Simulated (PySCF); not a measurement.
**Static response to an electric field**

C3H11ClSi3.
Cartesian coordinates in Å at the GFN2-xTB level; atoms count from 1:
```xyz
18
C3H11ClSi3 angstrom
C     -2.9495    1.3163    0.8691
C     -2.5803    0.3010    0.1086
C     -1.2088    0.1042   -0.4256
Si    -0.2710   -1.2326    0.5749
Si     1.9300   -1.3242   -0.1719
Si     3.1800    0.6122    0.1053
Cl     2.0878    2.1979   -0.5648
H     -3.9503    1.4105    1.2544
H     -2.2605    2.1028    1.1314
H     -3.2907   -0.4781   -0.1376
H     -1.2602   -0.2031   -1.4716
H     -0.6550    1.0428   -0.3845
H     -0.3547   -0.8653    1.9964
H     -1.0158   -2.4948    0.4434
H      1.9925   -1.7241   -1.5895
H      2.6590   -2.4021    0.5149
H      3.4892    0.9336    1.5006
H      4.4494    0.7092   -0.6184
```

Level: CAM-B3LYP/def2-SVPD (PySCF), static field, nuclei fixed, core orbitals frozen in the response. The polarisability tensor in these axes (au):

```
x   158.69  -5.19  -8.16
y    -5.19 138.88   2.64
z    -8.16   2.64 110.78
```

Task: Give the principal values, the mean and the anisotropy Δα = √{½[(α1 − α2)² + (α2 − α3)² + (α1 − α3)²]}.

Result: Principal values 109.32, 137.62 and 161.42 au; mean 136.12 au = 20.17 Å³ = 22.44 × 10⁻⁴⁰ C²·m²/J; Δα = 45.18 au (33 % of the mean).

Task: What is the dipole moment, and where does it point?

Result: (0.32, -1.31, 0.04) D, 1.34 D in size, pointing from the negative to the positive side. Measured along this direction, the outermost atoms are H9 at the negative end and H16 at the positive end.

Task: How large is μ²/3kT at 500 K beside α?

Result: In Gaussian units μ²/3kT = 8.73 Å³ against 20.17 Å³, a ratio of 0.43; the Debye molar polarisation (4π/3)N_A(α + μ²/3kT) is 72.9 cm³/mol, leaving out the vibrational part.

Task: Refractivity n − 1 of an ideal gas of it at 298.15 K and 1 atm, from the electronic α?

Result: N = p/kT = 2.4615 × 10¹⁹ cm⁻³, so n − 1 = 2π × N × 20.17 × 10⁻²⁴ cm³ = 3120 × 10⁻⁶ at long wavelengths, for an ideal gas.

Task: What depolarisation ratio follows for Rayleigh scattering of linearly polarised light, taking the static tensor?

Result: ρ = 3Δα²/(45ᾱ² + 4Δα²) = 6122.6/(833750 + 8163.5) = 0.00727.

Task: Sum over states: ᾱ = Σ f/ω², ω in Eh. What share falls to these 8 lowest TDDFT singlets (eV, f)? 6.27, 0.0745; 6.45, 0.0072; 6.60, 0.3072; 6.74, 0.1580; 6.96, 0.0466; 7.09, 0.0633; 7.13, 0.0031; 7.21, 0.0123.

Result: They add up to 11.19 au, 8.2 % of the 136.12 au; the largest single term is 5.22 au, from the state at 6.60 eV. Terms in order: 1.40, 0.13, 5.22, 2.57, 0.71, 0.93, 0.05, 0.17 au. Higher excitations give the rest. The strengths listed sum to 0.672.

Task: Molar refractivity from α?

Result: Lorentz–Lorenz: R = (4π/3)N_A α = 2.5225 cm³/(mol·Å³) × 20.17 Å³ = 50.9 cm³/mol, in the limit of long wavelengths.

The structure is a single GFN2-xTB conformer in the gas phase; no vibrational or solvent corrections.
